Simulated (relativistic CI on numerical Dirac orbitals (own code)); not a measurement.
**Pm¹¹⁺: q coefficients and field-shift factors**

Calculated at this level of theory: Dirac-Coulomb-Breit CI, KLI orbitals optimised for each configuration, derivatives by finite differences, unscaled Slater integrals, QED left out (own radial code, finite nucleus).

Configuration list (outside the closed core [Kr] 4d10): 4f²5s², 4f5s²5p, 4f²5s5p, 4f⁴, 4f³5s, 4f5s5p², 5s²5p², 5s5p³, 4f²5p², 4f5p³. Double excitations out of closed p, d and f shells are left out; levels of such configurations are missing from the list, as are those of other unlisted configurations, and high levels can miss mixing partners.

With x = (α/α₀)² − 1 an excitation energy changes as ω = ω₀ + qx; K = 2q/ω₀ is the relative enhancement. Terms are leading LS components, so labels can repeat. The field-shift factor is F = δν/δ⟨r²⟩ for the transition from the lowest level.

Lowest level 4f²5s² ³H4.

```
      Level  ω₀ (cm⁻¹)  q (cm⁻¹)       K  F (GHz/fm²)
 4f²5s² ³H5     3614.8      3483    1.93        0.167
 4f²5s² ³H6     7340.2      6707    1.83        0.329
 4f²5s² ³F2     9260.5     803.9   0.174        0.173
 4f²5s² ¹G4    11525.7      2614   0.454        0.295
 4f²5s² ³F3    11594.1      3259   0.562        0.282
 4f²5s² ³F4    16477.2      7146   0.867        0.475
 4f²5s² ¹D2    31936.7      2655   0.166        0.565
 4f²5s² ¹I6    38275.3      3290   0.172        0.592
 4f²5s² ³P0    39578.0      1096  0.0554        0.604
 4f²5s² ³P1    40690.7      2702   0.133        0.619
 4f²5s² ³P2    42574.7      4977   0.234        0.714
4f5s²5p ³G3    58671.1    -92850   -3.17         14.3
4f5s²5p ³F2    63063.3    -89530   -2.84           14
```

At this charge transitions that keep the count of f electrons are usually good to a few per cent. Terms inside the open d or f shell come out 10 to 20 % too wide with unscaled integrals. Levels and lines within the n = 5 or 6 shells can be off by up to 10 % or somewhat more, and those that change n by about 2 %, since core polarisation is missing. Levels that differ in their count of f electrons can be misplaced by several ten thousand cm⁻¹, since the correlation energy of f electrons is missing or only estimated; rates across such gaps can be off by orders of magnitude.
